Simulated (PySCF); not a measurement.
# Electron correlation in Ar²⁺ (argon, charge +2)

[Ne] 3s2 3p3 3d1, high-spin 5D determinant (an excited configuration). All numbers are calculated (PySCF 2.14, the spin-free X2C one-electron Hamiltonian (Gaussian nucleus), in aug-cc-pVDZ-DK). Frozen: [Ne]; 6 electrons correlated.

| level | correlation energy (mhartree) |
| --- | --- |
| CCSD | -85.60 |
| (T) | -0.67 |
| CCSD(T) | -86.27 |
| CCSDT | -86.42 |

Diagnostics: T1 = 0.0028, D1 = 0.0088, largest double amplitude 0.054.

The outer electron is Rydberg-like, and this basis confines it to a smaller radius and binds it less than a complete one would.

Cost of the coupled-cluster step: of the order of 0.1 core-seconds, for 6 correlated electrons.

Iterations:

```
CC2 = 0
CCSD nocc = (np.int64(5), np.int64(1)), nmo = (22, 22)
frozen orbitals [[0, 1, 2, 3, 4], [0, 1, 2, 3, 4]]
max_cycle = 100
direct = 0
conv_tol = 1e-08
conv_tol_normt = 1e-06
diis_space = 8
diis_start_cycle = 0
Init t2, MP2 energy = -0.0663973301881188
Init E_corr(UCCSD) = -0.0663973301891981
cycle = 1  E_corr(UCCSD) = -0.0808144238048173  dE = -0.0144170936  norm(t1,t2) = 0.0356964
cycle = 2  E_corr(UCCSD) = -0.0842296003389384  dE = -0.00341517653  norm(t1,t2) = 0.01072
cycle = 3  E_corr(UCCSD) = -0.0856154634428694  dE = -0.0013858631  norm(t1,t2) = 0.0037234
cycle = 4  E_corr(UCCSD) = -0.0855912875985913  dE = 2.41758443e-05  norm(t1,t2) = 0.000444453
cycle = 5  E_corr(UCCSD) = -0.0855958835731286  dE = -4.59597454e-06  norm(t1,t2) = 9.37515e-05
cycle = 6  E_corr(UCCSD) = -0.0855948041455455  dE = 1.07942758e-06  norm(t1,t2) = 1.62041e-05
cycle = 7  E_corr(UCCSD) = -0.0855952446404748  dE = -4.40494929e-07  norm(t1,t2) = 2.73948e-06
cycle = 8  E_corr(UCCSD) = -0.0855950651769092  dE = 1.79463566e-07  norm(t1,t2) = 5.74001e-07
cycle = 9  E_corr(UCCSD) = -0.0855951203508283  dE = -5.51739191e-08  norm(t1,t2) = 1.43268e-07
cycle = 10  E_corr(UCCSD) = -0.0855951116015566  dE = 8.74927164e-09  norm(t1,t2) = 2.72995e-08
UCCSD converged
E(UCCSD) = -526.4487794540192  E_corr = -0.08559511160155661
UCCSD(T) correction = -0.00066955313467408
```
